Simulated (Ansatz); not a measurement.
Diatomic LiCl+, multiplicity 2 (lowest of 2S+1 = 2, 4 at CCSD(T)/def2-TZVPP on PBE0 minima; our sources give no spin for the ground state, which may be another).

Seven points along R, fitted to fifth degree in 1/R; most abundant isotopes. In def2 and cc sets the state is the lowest found near the PBE0 minimum, followed along R.

The values were computed with Ansatz (Gaussian orbitals). 

Energies at B3LYP/def2-TZVPP:

```json
[
 {"R (Å)": "2.213455", "E (hartree)": "-467.47142424"},
 {"R (Å)": "2.272956", "E (hartree)": "-467.47238554"},
 {"R (Å)": "2.327697", "E (hartree)": "-467.47284953"},
 {"R (Å)": "2.389579", "E (hartree)": "-467.47299965"},
 {"R (Å)": "2.451461", "E (hartree)": "-467.47284589"},
 {"R (Å)": "2.522862", "E (hartree)": "-467.47239404"},
 {"R (Å)": "2.606164", "E (hartree)": "-467.47161654"}
]
```

Question: With a reduced mass of 5.8436 u, find the minimum, the force constant and the constants.

Answer: A fifth-degree polynomial in 1/R puts the minimum at r_e = 2.3862 Å with force constant 34.9 N/m. Then ω_e = (1/2πc)√(k/μ) = 318 cm⁻¹ and B_e = h/(8π²cμr_e²) = 0.5066 cm⁻¹; the cubic and quartic terms give α_e = 0.013 and ω_e x_e = 7.0 cm⁻¹.

Ansatz is a quantum-chemistry and plane-wave program.
